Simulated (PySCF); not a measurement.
Vibration and rotation of SeCl

UHF-CCSD(T) constants of SeCl, ²Π (doublet), unpaired electrons π ↑ (basis Se x2c-SVPall, Cl x2c-SVPall; spin-free X2C with a Gaussian nucleus; PySCF 2.14; masses 79.9165 and 34.9689 u):

* ωe: 413.1 cm⁻¹
* ωexe: 1.43 cm⁻¹
* Be: 0.1464 cm⁻¹
* αe: 0.000751 cm⁻¹
* De to Se + Cl: 2.07 eV

(1) What force constant and bond length do these constants imply?

(2) Estimate the centrifugal constant D from the Kratzer relation and find the Dunham coefficient a1.

Correlated steps freeze 14 core orbitals. Correlated levels converge slowly with the basis: in double zeta they bind strong bonds too weakly, by up to about 1 eV, and carry superposition errors of some tenths. Spin–orbit coupling is left out. The state was picked by a PBE0 search and need not be the measured ground state.

Results:

(1) Reduced mass μred = 24.325 u; k = 5.8918×10⁻⁷·μred·ωe² (u, cm⁻¹, mdyn/Å) = 2.45 mdyn/Å; Re = √(16.8576/(μred·Be)) (u, cm⁻¹, Å) = 2.176 Å.

(2) D = 4Be³/ωe² = 7.35e-08 cm⁻¹; a1 = −1 − αeωe/(6Be²) = -3.41.
